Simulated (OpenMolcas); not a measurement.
Cu3+ among 4 point charges of -2 e arranged as a square (D4h), 2.27 Å from the ion.
```
   2.2700    0.0000    0.0000  -2.00
   0.0000    2.2700    0.0000  -2.00
  -2.2700    0.0000    0.0000  -2.00
   0.0000   -2.2700    0.0000  -2.00
```

```yaml
Program: OpenMolcas
Method: CASSCF
Basis: ANO-RCC-VDZP [5s4p2d1f]
Scalar_Hamiltonian: DKH2, point nucleus
Active_space: 8 electrons in 5 orbitals (3d)
State_averaging: 2S+1 = 3 even, 10 roots; 2S+1 = 1 even, 15 roots
Spin-orbit_coupling: RASSI with atomic mean-field integrals over the reference wave functions
```

Question: What is the spin-free ground state (labels of D4, the rotations of D4h)?

Answer: 3E, 2-fold in its orbital part, 100 % from free-ion F terms; it has the highest spin that d8 allows.

Question: Where is the first state of the same spin?

Answer: 3B1 at 929 cm-1 above the ground state.

Question: What are the lowest two levels with spin-orbit coupling?

Answer: A 1-fold level A1, then a 1-fold level A2 16.9 cm-1 above it. Their leading multiplicities are 3 (100 %) and 3 (100 %).

Question: What is χT at 300 K, and how does it compare with the textbook value?

Answer: The lowest level has 2S+1 = 3, for which the spin-only value is χT = S(S+1) / 2 = 1.000 cm3 K/mol (g = 2). The computed 3.446 at 300 K differs by +2.446, through orbital momentum, spin-orbit coupling and any other state in reach.

An orbital doublet at a regular site is open to a Jahn-Teller distortion, which this geometry leaves out. Without dynamic correlation the repulsion within the d shell is too large (B by tens of per cent), so at a given field states of lower spin stand too high. Point charges give a weaker field than real ligands, and real ions of this kind are often low spin; the high spin found here belongs to the model. The ground term spreads over less than 5000 cm-1, several times less than with real ligands, so orbital moments are less quenched and χT lies further from the spin-only value than at real sites. This is an electrostatic model: the charges have no orbitals. No measured value stands beside these numbers.
